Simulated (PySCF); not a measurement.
Electronic absorption of C8H16BN

Compound: C₈H₁₆BN.
Structure used (PBE0-D3(BJ)/def2-SVP), in Å, numbered top down from 1:
```
atom  x, y, z in Å
C1     4.0906   -1.1485    0.2918
C2     2.6563   -1.3818    0.2655
C3     1.4603   -1.5825    0.2395
C4     0.0273   -1.8482    0.2098
C5    -0.4556   -3.0238    1.0707
C6    -1.9729   -2.8308    1.2576
B7    -2.3180   -1.3561    0.6482
N8    -0.8116   -0.6743    0.6238
C9    -0.7139    0.4278   -0.3383
C10   -0.4516   -0.1937    1.9674
H11    4.3327   -0.2442    0.8715
H12    4.4916   -1.0120   -0.7246
H13    4.6206   -1.9952    0.7550
H14   -0.2805   -2.0408   -0.8312
H15    0.0907   -3.0154    2.0271
H16   -0.1745   -3.9636    0.5721
H17   -2.5345   -3.6105    0.7214
H18   -2.2377   -2.9419    2.3214
H19   -3.0341   -0.6113    1.3077
H20   -2.6494   -1.3889   -0.5358
H21   -0.9672    0.0526   -1.3369
H22   -1.4418    1.2013   -0.0612
H23    0.3027    0.8511   -0.3426
H24   -1.1003    0.6546    2.2146
H25    0.6052    0.1126    1.9981
H26   -0.6275   -0.9867    2.7027
```

Computed, not measured: TDDFT CAM-B3LYP/def2-SVPD, vertical, gas phase, core orbitals frozen in the response (PySCF 2.14.0, density-fitted response routines).

**Question.** What does the calculation give for the low-lying excited states?

**Answer.** 

| state | E (eV) | λ (nm) | ν̃ (cm⁻¹) | f | \|μ\| (D) | main configurations (H = HOMO, L = LUMO) |
| --- | --- | --- | --- | --- | --- | --- |
| S1 | 6.26 | 198.2 | 50460 | 0.0002 | 0.09 | H-2→L+2 (48%), H→L+2 (12%), H-1→L+2 (10%) |
| S2 | 6.69 | 185.3 | 53960 | 0.0026 | 0.32 | H-3→L+2 (30%), H-2→L+5 (13%) |
| S3 | 6.89 | 180.1 | 55530 | 0.0003 | 0.11 | H-3→L+5 (32%), H-3→L+6 (16%), H-3→L+3 (10%) |
| S4 | 6.99 | 177.5 | 56340 | 0.010 | 0.62 | H-2→L (48%), H→L (24%), H-1→L (13%) |
| S5 | 7.20 | 172.2 | 58090 | 0.0018 | 0.25 | H-3→L (54%), H-1→L (17%) |
| S6 | 7.27 | 170.7 | 58600 | 0.023 | 0.92 | H→L+1 (42%), H-2→L (19%), H→L (18%) |
| S7 | 7.44 | 166.6 | 60040 | 0.017 | 0.78 | H-1→L+1 (42%), H-1→L (21%), H-3→L (15%) |
| S8 | 7.91 | 156.7 | 63820 | 0.0084 | 0.53 | H→L+2 (30%), H→L+4 (19%), H→L+3 (12%) |
| S9 | 7.99 | 155.2 | 64450 | 0.0062 | 0.45 | H→L+3 (36%), H→L+2 (20%), H→L (13%) |
| S10 | 8.02 | 154.5 | 64710 | 0.018 | 0.76 | H→L+5 (15%), H→L+4 (13%), H-1→L+4 (11%) |

Triplets, Tamm–Dancoff:

| state | E (eV) | λ (nm) | main configurations (H = HOMO, L = LUMO) |
| --- | --- | --- | --- |
| T1 | 5.33 | 232.7 | H-3→L+2 (38%), H-2→L+5 (9%) |
| T2 | 5.73 | 216.5 | H-2→L+2 (39%), H→L+2 (9%), H-1→L+2 (8%) |
| T3 | 5.84 | 212.3 | H-3→L+2 (20%), H-2→L+5 (17%), H-2→L+6 (10%) |
| T4 | 6.58 | 188.5 | H-3→L+5 (27%), H-3→L+6 (14%), H-3→L+3 (10%) |

The lowest singlet lies at 6.26 eV (198 nm, vacuum ultraviolet) and is dark (f under 0.0005); its leading configuration is HOMO-2→LUMO+2 (48%). The most intense listed level is S6 at 7.27 eV (171 nm, f = 0.023), 1.01 eV above S1. Löwdin shares by element: HOMO hydrogen 30% or more, boron 29%, carbon 12% or more (atoms not listed hold the other 29%); LUMO carbon 44% or more, hydrogen 7% or more (atoms not listed hold the other 48%). Orbital energies (eV): HOMO-3 -9.26, HOMO-2 -9.07, HOMO-1 -8.82, HOMO -8.64, LUMO 0.94, LUMO+1 1.48, LUMO+2 1.75. The oscillator strengths of these states sum to 0.088; summed over the whole spectrum of an exact calculation they would give the number of electrons, 76 (Thomas–Reiche–Kuhn). The listed states span 1.77 eV, and the widest gap between neighbours is 0.47 eV (S7 to S8). All these states lie below the vertical ionisation energy of 9.35 eV (ΔSCF). Singlets were solved by full linear response, triplets in the Tamm–Dancoff approximation.

One conformer stands for the species.
